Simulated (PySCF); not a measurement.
# Correlation energy of I (iodine, neutral)

[Kr] 4d10 5s2 5p5, 2P determinant. Calculation: PySCF 2.14, in aug-cc-pVQZ-PP with ECP28MDF; a scalar-relativistic core potential. Frozen: 4s2 4p6 4d10; 7 electrons correlated.

| level | correlation energy (mhartree) |
| --- | --- |
| CCSD | -148.11 |
| (T) | -5.45 |
| CCSD(T) | -153.56 |

Diagnostics: T1 = 0.0074, D1 = 0.0222, largest double amplitude 0.036.

Q: Is a single reference adequate?

A: Yes, within this model without spin-orbit coupling: T1 lies below 0.03 and no double amplitude reaches 0.07.
